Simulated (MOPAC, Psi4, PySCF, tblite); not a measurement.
Intermolecular potential of H2O ··· HBr (SMILES O and Br). Monomers: optimised at B3LYP-D3(BJ) (def2-TZVP), held rigid. Orientation: a higher rigid-body minimum at GFN2-xTB. The monomers approach along the line of their centres of mass (distance R); nothing else relaxes.

Geometry at R = 3.40 Å (first 3 atoms: monomer A):
```
5

O     -0.0006     0.3896     0.0000
H     -0.7647    -0.1959     0.0000
H      0.7653    -0.1937     0.0000
Br     3.0495     1.6418    -0.7721
H      1.6354     1.7591    -0.6421
```

- PM6, restricted, heats of formation (MOPAC)
- GFN2-xTB (tblite)
- RKS-BP86/6-31G* = PySCF 2.14.0 with restricted BP86/6-31G*, spherical d, no counterpoise correction
- wB97X-V/def2-TZVP, counterpoise-corrected (Psi4)

Interaction energies in kcal/mol; the last columns give the difference from wB97X-V:

```csv
R / Å,PM6,GFN2-xTB,RKS-BP86/6-31G*,wB97X-V/def2-TZVP,PM6 − wB97X-V/def2-TZVP,GFN2-xTB − wB97X-V/def2-TZVP,RKS-BP86/6-31G* − wB97X-V/def2-TZVP
2.77,1.53,0.32,1.49,4.24,-2.71,-3.91,-2.74
3.01,-3.12,-3.98,-2.85,-1.31,-1.81,-2.67,-1.54
3.18,-3.78,-4.80,-3.67,-2.79,-0.99,-2.01,-0.88
3.40,-3.36,-4.73,-3.58,-3.28,-0.08,-1.45,-0.30
3.57,-2.82,-4.33,-3.17,-3.14,0.32,-1.19,-0.03
3.80,-2.17,-3.66,-2.51,-2.69,0.52,-0.98,0.18
4.08,-1.58,-2.92,-1.80,-2.08,0.50,-0.84,0.27
4.40,-1.13,-2.24,-1.22,-1.50,0.37,-0.74,0.28
4.91,-0.72,-1.50,-0.72,-0.91,0.19,-0.59,0.19
5.57,-0.45,-0.93,-0.45,-0.52,0.07,-0.41,0.07
6.64,-0.24,-0.49,-0.24,-0.25,0.01,-0.23,0.01
7.92,-0.13,-0.26,-0.13,-0.13,0.00,-0.13,0.00
```

PM6 is furthest from wB97X-V/def2-TZVP at 2.77 (-2.71 kcal/mol, below); its mean absolute difference over the points is 0.63 kcal/mol.

GFN2-xTB is furthest from wB97X-V/def2-TZVP at 2.77 (-3.91 kcal/mol, below); its mean absolute difference over the points is 1.26 kcal/mol.

RKS-BP86/6-31G* is furthest from wB97X-V/def2-TZVP at 2.77 (-2.74 kcal/mol, below); its mean absolute difference over the points is 0.54 kcal/mol.
